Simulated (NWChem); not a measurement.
Molecule: CH$_{4}$O$_{2}$Si; SMILES [SiH3]OC=O

```xyz
8

O     -0.7352    -1.5818     0.0000
C      0.4379    -1.2941     0.0000
O      0.9177    -0.0400     0.0000
Si    -0.2108     1.2567     0.0000
H      1.2571    -2.0282     0.0000
H     -1.0437     1.2241    -1.2237
H     -1.0437     1.2241     1.2237
H      0.6642     2.4506     0.0000
```
Atoms are numbered in this order, from 1.

Level: B3LYP/6-31G* (spherical d) (NWChem), optimised geometry, unscaled harmonic frequencies. 

### Question
List the harmonic frequencies with IR intensities, and the thermochemistry.

### Answer
```csv
frequency (cm⁻¹),IR intensity (km/mol)
159,9.9
184,0.0
250,16.0
649,16.9
712,55.9
716,45.5
819,37.6
956,54.2
964,366.1
967,85.1
1048,0.2
1225,321.8
1407,2.5
1815,258.0
2286,50.3
2301,151.8
2302,149.6
3081,64.0
```

```json
{
  "zero_point_energy": "31.2 kcal/mol",
  "thermal correction to the enthalpy at 298.15 K (with zero-point energy)": "35.0 kcal/mol",
  "heat capacity Cv": "16.5 cal/(mol K)",
  "entropy at 298.15 K and 1 atm (symmetry number 1)": "71.8 cal/(mol K)",
  "dipole_moment": "1.46 D"
}
```

Rigid rotor and harmonic oscillator.
